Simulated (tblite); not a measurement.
C7H17OP.
Atom-mapped SMILES: `[CH3:1][CH2:2][C:3]([CH3:4])([CH3:5])[P:6]([CH3:7])[CH2:8][OH:9]` (hydrogens: H10, H11, H12 on C1; H13, H14 on C2; H15, H16, H17 on C4; H18, H19, H20 on C5; H21, H22, H23 on C7; H24, H25 on C8; H26 on O9)

Structure used (GFN2-xTB), in Å, numbered top down from 1:
```xyz
26
C7H17OP angstrom
C     -2.4108    0.8195   -0.7746
C     -1.7391    0.1884    0.4387
C     -0.3969   -0.5015    0.1458
C      0.1628   -1.0525    1.4564
C     -0.5847   -1.6632   -0.8345
P      0.7478    0.7364   -0.7388
C      0.8651    2.1194    0.4884
C      2.4460    0.0182   -0.3707
O      2.6560   -1.2382   -0.9655
H     -3.3027    1.3621   -0.4670
H     -1.7351    1.5184   -1.2663
H     -2.7070    0.0631   -1.4962
H     -2.4165   -0.5534    0.8723
H     -1.5794    0.9590    1.1975
H      1.0681   -1.6278    1.2820
H      0.3741   -0.2604    2.1727
H     -0.5725   -1.7184    1.9072
H     -0.8815   -1.3013   -1.8173
H      0.3478   -2.2143   -0.9408
H     -1.3483   -2.3494   -0.4706
H      1.0472    1.7623    1.5005
H     -0.0511    2.7049    0.4636
H      1.6895    2.7630    0.1832
H      2.6072   -0.1118    0.7023
H      3.1807    0.7536   -0.7397
H      2.5120   -1.1534   -1.9152
```

Computed values, GFN2-xTB/tblite, gas phase, harmonic and unscaled. The method is semi-empirical: single wavenumbers can be off by several per cent or more. One conformer, not necessarily the lowest.

Harmonic wavenumbers (cm⁻¹): 44.4, 91.4, 111.7, 162.0, 173.0, 188.9, 208.7, 228.7, 237.9, 274.6, 285.0, 288.9, 313.5, 353.9, 364.4, 388.7, 400.9, 467.4, 583.2, 681.1, 730.2, 806.2, 818.8, 846.6, 871.9, 883.9, 951.8, 961.1, 1005.9, 1036.0, 1053.9, 1063.1, 1097.6, 1110.7, 1183.5, 1190.0, 1222.2, 1259.6, 1275.0, 1308.3, 1317.4, 1347.1, 1400.9, 1411.1, 1418.4, 1438.2, 1446.8, 1456.3, 1487.0, 1491.6, 1496.1, 1500.9, 1503.3, 1513.4, 1515.8, 2822.6, 2941.4, 2950.5, 2966.6, 2992.3, 3000.2, 3000.9, 3007.9, 3010.4, 3018.2, 3018.4, 3021.9, 3024.7, 3029.7, 3045.4, 3047.0, 3533.0.

A = 1741, B = 1058, C = 883.2 MHz; mass 148.102 u (most abundant isotopes); point group C1, symmetry number 1.

Q: Zero-point energy?

A: Half the sum of the wavenumbers: 49850 cm⁻¹ = 142.53 kcal/mol.

Q: Give the ideal-gas entropy at 200 K and 1 bar in the rigid-rotor, harmonic-oscillator model (classical rotation).

A: Translation 38.93, rotation 28.48, vibration 24.69: S = 92.1 cal/(mol K).

Q: And Cp and H(200 K) − H(0)?

A: Cp = 37.46 cal/(mol K), of which vibrations give 29.51 (their classical limit is 72 R = 143.1); H(200 K) − H(0) = 4.47 kcal/mol without the zero-point energy, 2.88 from vibrations.

Q: What must be added to the electronic energy to get the Gibbs energy at 200 K and 1 bar?

A: ZPE + [H(200 K) − H(0)] − T·S = 142.53 + 4.47 − 18.42 = 128.58 kcal/mol.

Q: How do the functions run with temperature in this model?

A: 
```json
{"T (K)": "50", "S (cal/(mol K))": "59.3", "Cp (cal/(mol K))": "13.3", "H − H(0) (kcal/mol)": "0.49", "G − H(0) (kcal/mol)": "-2.47", "ln q(vib)": "0.47"}
{"T (K)": "100", "S (cal/(mol K))": "71.4", "Cp (cal/(mol K))": "22.9", "H − H(0) (kcal/mol)": "1.40", "G − H(0) (kcal/mol)": "-5.74", "ln q(vib)": "1.75"}
{"T (K)": "298.15", "S (cal/(mol K))": "109.4", "Cp (cal/(mol K))": "49.8", "H − H(0) (kcal/mol)": "8.75", "G − H(0) (kcal/mol)": "-23.86", "ln q(vib)": "8.74"}
{"T (K)": "373.15", "S (cal/(mol K))": "121.6", "Cp (cal/(mol K))": "59.3", "H − H(0) (kcal/mol)": "12.84", "G − H(0) (kcal/mol)": "-32.52", "ln q(vib)": "11.44"}
{"T (K)": "500", "S (cal/(mol K))": "141.0", "Cp (cal/(mol K))": "73.8", "H − H(0) (kcal/mol)": "21.31", "G − H(0) (kcal/mol)": "-49.19", "ln q(vib)": "15.92"}
{"T (K)": "750", "S (cal/(mol K))": "175.2", "Cp (cal/(mol K))": "95.0", "H − H(0) (kcal/mol)": "42.58", "G − H(0) (kcal/mol)": "-88.82", "ln q(vib)": "24.39"}
{"T (K)": "1000", "S (cal/(mol K))": "204.7", "Cp (cal/(mol K))": "109.5", "H − H(0) (kcal/mol)": "68.26", "G − H(0) (kcal/mol)": "-136.39", "ln q(vib)": "32.27"}
```

q(vib) and H(0) count from the zero-point level.

Q: Which modes carry the vibrational entropy at 200 K?

A: 44.4 cm⁻¹: 4.26; 91.4 cm⁻¹: 2.86; 111.7 cm⁻¹: 2.47; 162.0 cm⁻¹: 1.79; 173.0 cm⁻¹: 1.68; 188.9 cm⁻¹: 1.52 cal/(mol K); the other 66 give 10.10 together.

Hindered rotation and anharmonicity are outside this model. Other conformers, if any are populated, would add a mixing term that is left out. The structure is chiral; the term R ln 2 for an equal mix with its mirror image is left out.

Time: 1.1 s wall. Hardware: one thread of an Arm Neoverse V2, on a shared host. This covers the Hessian and the dipole derivatives.
